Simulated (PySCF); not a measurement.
## Frontier levels across methods

Compound: C2H8BNSi.
Structure used (PBE0-D3(BJ)/def2-SVP), in Å, numbered top down from 1:
```xyz
13
C2H8BNSi angstrom
C      2.1094   -1.3805   -0.6147
C      1.6981   -0.2897   -0.2488
Si     0.7947    1.2529    0.2946
B     -1.0862    0.5885    0.6694
N     -1.3421   -0.6475   -0.3470
H      2.5349   -2.3161   -0.9332
H      0.9967    2.2213   -0.8373
H      1.5386    1.8116    1.4672
H     -1.9653    1.4144    0.4849
H     -1.1079    0.1133    1.7951
H     -2.1345   -1.2190   -0.0522
H     -0.5033   -1.2427   -0.3912
H     -1.5283   -0.3260   -1.2982
```

Basis pcSseg-2 throughout (PySCF), one geometry. The structure is a single PBE0-D3(BJ)/def2-SVP conformer in the gas phase; no vibrational or solvent corrections.

How do the orbital energies, the gap and the dipole change with the method?

```csv
method,kind,HOMO (eV),LUMO (eV),gap (eV),μ (D),SCF cycles
BLYP,GGA,-5.73,-1.21,4.52,5.22,16
OPBE,GGA,-5.81,-1.08,4.73,5.26,16
B97-D,GGA,-5.82,-1.06,4.76,5.25,16
PBE,GGA,-5.86,-1.20,4.66,5.23,16
KT3,GGA,-5.92,-1.38,4.55,5.14,16
KT2,GGA,-5.92,-1.21,4.71,5.11,15
BP86,GGA,-5.96,-1.10,4.86,5.24,15
LDA,LDA,-5.98,-1.29,4.68,5.22,15
B97-2,global hybrid,-6.72,-0.39,6.33,5.30,14
B3LYP,global hybrid,-6.77,-0.73,6.04,5.28,14
PBE0,global hybrid,-6.96,-0.41,6.55,5.31,14
mPW1PW91,global hybrid,-6.98,-0.42,6.56,5.31,14
BHandHLYP,global hybrid,-7.98,0.16,8.13,5.34,12
CAM-B3LYP,range-separated hybrid,-8.25,0.30,8.56,5.32,13
wB97X-D,range-separated hybrid,-8.75,1.34,10.10,5.39,13
LC-wPBE,range-separated hybrid,-9.56,1.50,11.06,5.40,13
HF,Hartree–Fock,-9.56,1.90,11.46,5.47,12
```

The HOMO spans 3.83 eV, from BLYP down to HF, and the gap runs from 4.52 eV (BLYP) to 11.46 eV (HF). Over the methods BLYP (0 %), OPBE (0 %), B97-D (0 %), PBE (0 %), KT3 (0 %), KT2 (0 %), BP86 (0 %), LDA (0 %), B97-2 (21 %), B3LYP (20 %), PBE0 (25 %), mPW1PW91 (25 %), BHandHLYP (50 %), HF (100 %), a straight line through the gap against the share of exact exchange rises by 0.68 eV for each 10 % (correlation coefficient 0.998). The dipole ranges from 5.11 D (KT2) to 5.47 D (HF). This basis has no diffuse functions.
